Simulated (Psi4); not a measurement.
Psi4 input (wB97X-D/6-311+G**):

```
memory 1500 MB

molecule {
1 1
Cl   -0.00000000   -0.00000000   -1.61347186
B     0.00000000    0.00000000    0.00000000
Cl    0.00000000    0.00000000    1.61347186
symmetry c1
no_reorient
no_com
}

set {
  basis 6-311+G**
  reference rks
  scf_type pk
  dft_radial_points 99
  dft_spherical_points 590
  e_convergence 1e-8
  d_convergence 1e-7
  maxiter 150
}

e = energy('wb97x-d')
print_out(f'\nFINAL {e:.10f} DIPOLE {variable("CURRENT DIPOLE")[0]:.6f} {variable("CURRENT DIPOLE")[1]:.6f} {variable("CURRENT DIPOLE")[2]:.6f}\n')
```

From the last part of the output:

```
      10A     -7.639935    11A     -7.277809    12A     -1.263032
      13A     -1.247303    14A     -0.869502    15A     -0.820865
      16A     -0.752488    17A     -0.752488    18A     -0.694507
      19A     -0.694507

    Virtual:

      20A     -0.235478    21A     -0.235478    22A     -0.164317
      23A     -0.079439    24A     -0.065156    25A     -0.062150
      26A     -0.062150    27A     -0.021725    28A     -0.009381
      29A     -0.001731    30A     -0.001731    31A      0.035774
      32A      0.050888    33A      0.050888    34A      0.062170
      35A      0.120372    36A      0.221065    37A      0.221065
      38A      0.264776    39A      0.325820    40A      0.325820
      41A      0.348250    42A      0.373493    43A      0.373493
      44A      0.390285    45A      0.390285    46A      0.411560
      47A      0.440283    48A      0.488550    49A      0.488551
      50A      0.618774    51A      0.654302    52A      0.654305
      53A      0.761063    54A      0.761063    55A      0.776338
      56A      0.776339    57A      0.972567    58A      1.030190
      59A      1.272606    60A      1.272606    61A      1.318603
      62A      1.616171    63A      1.616171    64A      1.812982
      65A      1.963035    66A      2.132104    67A      2.132104
      68A      2.136889    69A      2.136889    70A      2.156683
      71A      2.440201    72A      9.648596    73A      9.771677
      74A     14.224009    75A     25.725050    76A     25.725050
      77A     25.786736    78A     25.786736    79A     25.939856
      80A     26.389554    81A    215.757319    82A    215.893343

    Final Occupation by Irrep:
              A
    DOCC [    19 ]
    NA   [    19 ]
    NB   [    19 ]

  @RKS Final Energy:  -944.98905603091839

   => Energetics <=

    Nuclear Repulsion Energy =            103.1478991866117951
    One-Electron Energy =               -1497.8221971647644750
    Two-Electron Energy =                 493.6616967665783022
    DFT Exchange-Correlation Energy =     -43.9762370378669800
    Empirical Dispersion Energy =          -0.0002177814770527
    VV10 Nonlocal Energy =                  0.0000000000000000
    Total Energy =                       -944.9890560309185048

Computation Completed

Properties will be evaluated at   0.000000,   0.000000,   0.000000 [a0]

Properties computed using the SCF density matrix

 Multipole Moments:

 ------------------------------------------------------------------------------------
     Multipole            Electronic (a.u.)      Nuclear  (a.u.)        Total (a.u.)
 ------------------------------------------------------------------------------------

 L = 1.  Multiply by 2.5417464519 to convert [e a0] to [Debye]
 Dipole X            :          0.0000000            0.0000000            0.0000000
 Dipole Y            :         -0.0000000            0.0000000           -0.0000000
 Dipole Z            :          0.0000000            0.0000000            0.0000000
 Magnitude           :                                                    0.0000000

 ------------------------------------------------------------------------------------

FINAL -944.9890560309 DIPOLE 0.000000 -0.000000 0.000000

*** Psi4 exiting successfully. Buy a developer a beer!
```

The dipole moment of an ion depends on the origin.
